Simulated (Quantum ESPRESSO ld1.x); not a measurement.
Task: The mean radii <r> (bohr) of the occupied orbitals of an atom or ion are listed with their occupations. Method: scalar-relativistic Kohn-Sham, LDA (Slater exchange, Perdew-Zunger correlation), spin-polarised, spherical densities, point nucleus; computed with ld1.x of Quantum ESPRESSO 7.5.

| orbital | occ. | <r> |
|---|---|---|
| 1s up | 1 | 0.02725 |
| 1s down | 1 | 0.02725 |
| 2s up | 1 | 0.1172 |
| 2s down | 1 | 0.1172 |
| 2p up | 3 | 0.1024 |
| 2p down | 3 | 0.1024 |
| 3s up | 1 | 0.3122 |
| 3s down | 1 | 0.3122 |
| 3p up | 3 | 0.3094 |
| 3p down | 3 | 0.3094 |
| 3d up | 5 | 0.2844 |
| 3d down | 5 | 0.2843 |
| 4s up | 1 | 0.6778 |
| 4s down | 1 | 0.6779 |
| 4p up | 3 | 0.7020 |
| 4p down | 2 | 0.7024 |

Name the element and its charge. Open shells, if any, are filled with parallel spins first.

Result: Z = 53, iodine, charge +18: I18+ in [Ar] 3d10 4s2 4p5. The 1s radius gives Z: for a bare nucleus <r> = (2 gamma + 1)/(2Z) with gamma = sqrt(1 - (Z/c)^2), 0.02683 bohr for Z = 53, and screening makes it slightly larger (0.02725 here). The occupations add up to 35, and the charge is Z minus that.
